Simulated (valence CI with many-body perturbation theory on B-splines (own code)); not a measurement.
## E1 line list for Cs XLIII

Computed by valence CI with perturbative core correlation (CI+MBPT): three valence electrons over a frozen Dirac-Fock core [Ne], a basis of 11 s, 11 p, 9 d, 7 f, 5 g, 2 h, 1 i functions for each j, with the one-electron correlation potential Σ1 (screened to all orders), the two-electron term Σ2, the three-electron term Σ3, Breit, model QED; selected single and double excitations, second order for the rest (own B-spline code, finite nucleus).

The last digits are not significant, and no measured levels were compared; by estimate large intervals hold to a few tenths of a per cent, small ones and those within an open d or f shell to about a per cent.

Lines 1 to 50 of 277 in falling wavelength, among levels below 45.635 Ry, chosen from the strongest by gf and those to the six lowest levels. Wavelengths and rates use the calculated energies. Electric multipoles are in the length gauge, E1 and E2 with the static RPA response of the core. Weak lines are less certain than strong ones. Lines between different terms over intervals too small for the method are left out, as are lines whose strength nearly cancels.

Levels are named by their leading jj configuration (3d3/2^4 stands for four electrons in 3d with j = 3/2), which in mixed levels can hold well under half, so a name can repeat and another be missing. Letters in brackets count levels of one name in rising energy.

```
λ vac (nm)                          Upper                       Lower   A (s⁻¹)  log gf  Branch %
     85.92             (3s 3p1/2^2) J=1/2          (3s^2 3p3/2) J=3/2  9.98e+05   -3.66       0.0
     16.16      (3p1/2 3p3/2 3d3/2) J=7/2  (3s 3p3/2 3d3/2) J=5/2 [b]  2.36e+09   -1.13       1.4
     15.00         (3s 3p1/2 3d3/2) J=5/2          (3s^2 3d3/2) J=3/2  3.48e+09   -1.15      35.4
     14.37     (3s 3p1/2 3p3/2) J=3/2 [a]          (3s^2 3p3/2) J=3/2  7.81e+08   -2.01      54.1
     14.22  (3p1/2 3p3/2 3d5/2) J=7/2 [b]  (3s 3p3/2 3d5/2) J=5/2 [b]  5.09e+09   -0.91       2.5
     13.81      (3p1/2 3p3/2 3d5/2) J=9/2  (3s 3p3/2 3d5/2) J=7/2 [b]  4.00e+09   -0.94       3.2
     13.51          (3p1/2 3p3/2^2) J=5/2          (3s 3p3/2^2) J=3/2  4.11e+09   -1.17       1.9
     12.68         (3s 3p1/2 3p3/2) J=5/2          (3s^2 3p3/2) J=3/2  5.37e+09   -1.11     100.0
     12.24      (3p1/2 3p3/2 3d5/2) J=9/2  (3s 3p3/2 3d5/2) J=7/2 [a]  8.33e+09   -0.73       6.6
     12.13  (3p1/2 3p3/2 3d3/2) J=5/2 [a]  (3s 3p3/2 3d3/2) J=5/2 [a]  5.74e+09   -1.12       4.3
     12.12         (3s 3p1/2 3d5/2) J=7/2          (3s^2 3d5/2) J=5/2  7.08e+09   -0.90      13.5
     12.05  (3p1/2 3p3/2 3d5/2) J=7/2 [b]  (3s 3p3/2 3d5/2) J=7/2 [b]  3.60e+09   -1.20       1.8
     11.99          (3p1/2^2 3d3/2) J=3/2  (3s 3p1/2 3d3/2) J=3/2 [b]  8.16e+09   -1.15       9.5
     11.88             (3s 3p1/2^2) J=1/2          (3s^2 3p1/2) J=1/2  1.26e+10   -1.27     100.0
     11.84          (3p1/2^2 3d3/2) J=3/2      (3s 3p1/2 3d3/2) J=1/2  9.18e+09   -1.11      10.6
     11.68          (3p1/2^2 3p3/2) J=3/2  (3s 3p1/2 3p3/2) J=3/2 [b]  5.57e+09   -1.34       4.9
     11.56          (3p1/2 3p3/2^2) J=1/2          (3s 3p3/2^2) J=1/2  1.70e+10   -1.17       5.8
     11.54  (3p1/2 3p3/2 3d5/2) J=3/2 [b]      (3s 3p3/2 3d5/2) J=1/2  8.59e+09   -1.16       2.3
     11.52  (3p1/2 3p3/2 3d5/2) J=5/2 [a]  (3s 3p3/2 3d3/2) J=3/2 [b]  7.09e+09   -1.07       3.0
     11.46  (3p1/2 3p3/2 3d3/2) J=3/2 [a]  (3s 3p3/2 3d3/2) J=3/2 [a]  9.90e+09   -1.11       3.9
     11.43      (3p1/2 3p3/2 3d3/2) J=7/2      (3s 3p3/2 3d3/2) J=7/2  8.90e+09   -0.86       5.4
     11.41  (3p1/2 3p3/2 3d5/2) J=5/2 [b]  (3s 3p3/2 3d5/2) J=7/2 [b]  7.65e+09   -1.05       2.1
     11.34  (3p1/2 3p3/2 3d3/2) J=1/2 [a]  (3s 3p3/2 3d3/2) J=1/2 [a]  1.52e+10   -1.23       5.7
     11.29     (3s 3p1/2 3d5/2) J=5/2 [b]          (3s^2 3d5/2) J=5/2  8.10e+09   -1.03       9.6
     11.20      (3p1/2 3p3/2 3d3/2) J=7/2  (3s 3p3/2 3d3/2) J=5/2 [a]  4.52e+09   -1.17       2.8
     11.14         (3s 3p1/2 3d5/2) J=3/2          (3s^2 3d5/2) J=5/2  1.12e+10   -1.08       5.2
     10.99          (3p1/2^2 3d5/2) J=5/2      (3s 3p1/2 3d5/2) J=3/2  1.44e+10   -0.81      12.2
     10.96  (3p1/2 3p3/2 3d5/2) J=3/2 [a]  (3s 3p3/2 3d5/2) J=5/2 [a]  1.70e+10   -0.91       6.1
     10.92     (3s 3p1/2 3p3/2) J=3/2 [b]          (3s^2 3p3/2) J=3/2  8.12e+09   -1.24       7.6
     10.84          (3p1/2^2 3d5/2) J=5/2  (3s 3p1/2 3d5/2) J=5/2 [b]  1.99e+10   -0.68      16.7
     10.83  (3p1/2 3p3/2 3d5/2) J=7/2 [b]  (3s 3p3/2 3d5/2) J=7/2 [a]  6.34e+09   -1.05       3.1
     10.77          (3p1/2 3p3/2^2) J=5/2          (3s 3p3/2^2) J=5/2  1.03e+10   -0.97       4.9
     10.72  (3p1/2 3p3/2 3d5/2) J=5/2 [a]  (3s 3p3/2 3d5/2) J=5/2 [a]  1.59e+10   -0.78       6.8
     10.32     (3s 3p1/2 3d3/2) J=3/2 [a]  (3s 3p1/2 3p3/2) J=3/2 [b]  7.12e+09   -1.34      20.8
     10.31  (3p1/2 3p3/2 3d5/2) J=5/2 [b]  (3s 3p3/2 3d5/2) J=7/2 [a]  1.43e+10   -0.86       3.9
     10.30  (3p1/2 3p3/2 3d5/2) J=5/2 [a]  (3s 3p3/2 3d5/2) J=3/2 [a]  7.94e+09   -1.12       3.4
     10.27          (3p1/2 3p3/2^2) J=3/2          (3s 3p3/2^2) J=5/2  1.91e+10   -0.92       4.1
     10.23  (3p1/2 3p3/2 3d5/2) J=7/2 [a]      (3s 3p3/2 3d5/2) J=9/2  2.86e+10   -0.45      14.4
     10.19         (3s 3p1/2 3p3/2) J=1/2          (3s^2 3p3/2) J=3/2  1.36e+10   -1.37       3.7
     10.17          (3p1/2^2 3d5/2) J=5/2      (3s 3p1/2 3d5/2) J=7/2  3.75e+10   -0.46      31.6
     10.17          (3p1/2^2 3p3/2) J=3/2      (3s 3p1/2 3p3/2) J=5/2  3.29e+10   -0.69      29.0
     10.11          (3p1/2^2 3d3/2) J=3/2      (3s 3p1/2 3d3/2) J=5/2  4.06e+10   -0.60      47.1
     9.857  (3p1/2 3p3/2 3d3/2) J=5/2 [b]      (3s 3p3/2 3d3/2) J=7/2  3.13e+10   -0.56       7.0
     9.734      (3p1/2 3p3/2 3d5/2) J=9/2      (3s 3p3/2 3d5/2) J=9/2  2.31e+10   -0.48      18.4
     9.714  (3p1/2 3p3/2 3d3/2) J=3/2 [b]  (3s 3p3/2 3d3/2) J=5/2 [a]  1.56e+10   -1.06       3.3
     9.685         (3s 3p1/2 3d3/2) J=5/2  (3s 3p1/2 3p3/2) J=3/2 [b]  1.15e+09   -2.01      11.8
     9.682  (3p1/2 3p3/2 3d3/2) J=5/2 [a]       (3p1/2 3p3/2^2) J=5/2  1.18e+10   -1.00       8.8
     9.500          (3p1/2^2 3d3/2) J=3/2  (3s 3p1/2 3d3/2) J=3/2 [a]  1.87e+10   -0.99      21.7
     9.295          (3p1/2^2 3p3/2) J=3/2  (3s 3p1/2 3p3/2) J=3/2 [a]  1.10e+10   -1.24       9.7
     9.126     (3s 3p1/2 3d3/2) J=3/2 [a]      (3s 3p1/2 3p3/2) J=5/2  7.68e+09   -1.42      22.4
```

Task: How does gf follow from A for the line at 9.682 nm?

Result: gf = 1.4992 × (2J+1)_upper × A / σ², with σ = 1032835 cm⁻¹ and 2J+1 = 6: gf = 0.0997.
